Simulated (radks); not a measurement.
Task: The mean radii <r> (bohr) of the occupied orbitals of an atom or ion are listed with their occupations. All-electron calculation, scalar-relativistic Kohn-Sham, r2SCAN, spin-polarised, spherical densities, finite nucleus; meta-GGA in the generalised Kohn-Sham scheme; Fermi nuclear charge, rms radius of each element as measured or else 0.836 A^(1/3) + 0.57 fm. Program: a radial shooting solver on a logarithmic mesh with Libxc functionals.

| orbital | occ. | <r> |
|---|---|---|
| 1s | 2 | 0.02663 |
| 2s | 2 | 0.1123 |
| 2p | 6 | 0.09799 |

Name the element and its charge. Open shells, if any, are filled with parallel spins first.

Result: Z = 54, xenon, charge +44: Xe44+ in [Ne]. The 1s radius gives Z: for a bare nucleus <r> = (2 gamma + 1)/(2Z) with gamma = sqrt(1 - (Z/c)^2), 0.02628 bohr for Z = 54, and screening makes it slightly larger (0.02663 here). The occupations add up to 10, and the charge is Z minus that.
